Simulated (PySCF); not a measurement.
CH3, SMILES [CH3+], charge +1.

Geometry optimised at ωB97X-D3(BJ)/def2-TZVPD.

Two levels are set side by side: PBE/def2-TZVPD (PySCF) and CAM-B3LYP/def2-TZVPD (PySCF). Same geometry, gas phase. Differences are taken from unrounded values.

| quantity | CAM-B3LYP | PBE | PBE minus CAM-B3LYP |
|---|---|---|---|
| orbital gap (eV) | 11.60 | 5.49 | -6.11 |
| highest occupied level (eV) | -23.20 | -19.98 | 3.22 |
| lowest empty level (eV) | -11.59 | -14.48 | -2.89 |
| mean polarisability (bohr³) | 9.0 | 9.1 | 0.1 |

PBE's occupied levels lie high since its potential decays too fast outside the molecule; exact exchange lowers them and widens the gap. Differences between two approximate levels are no errors against the true value.

Rough cost on one machine, each run with all the roots and properties that it gave: CAM-B3LYP against PBE within a factor of 2.
